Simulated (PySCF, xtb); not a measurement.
CH₄Cl₂Ge, SMILES [CH3][GeH]([Cl])[Cl].

Harmonic wavenumbers (cm⁻¹) from xtb 6.7.1 with GFN2-xTB at its own minimum, in rising order: 94, 132, 139, 155, 355, 364, 555, 597, 622, 775, 800, 1306, 1440, 1440, 1786, 3013, 3033, 3036.

**Question.** What does r2SCAN-D4/def2-SVP run with PySCF give at its own minimum? (Estimate from the structure and the level; the computed values follow.)

**Answer.** 117, 146, 158, 179, 412, 430, 620, 653, 711, 814, 849, 1245, 1420, 1424, 2177, 3052, 3172, 3179. Paired by order, the mean absolute difference is 73 cm⁻¹ and the zero-point energies are 28.1 and 29.7 kcal/mol.
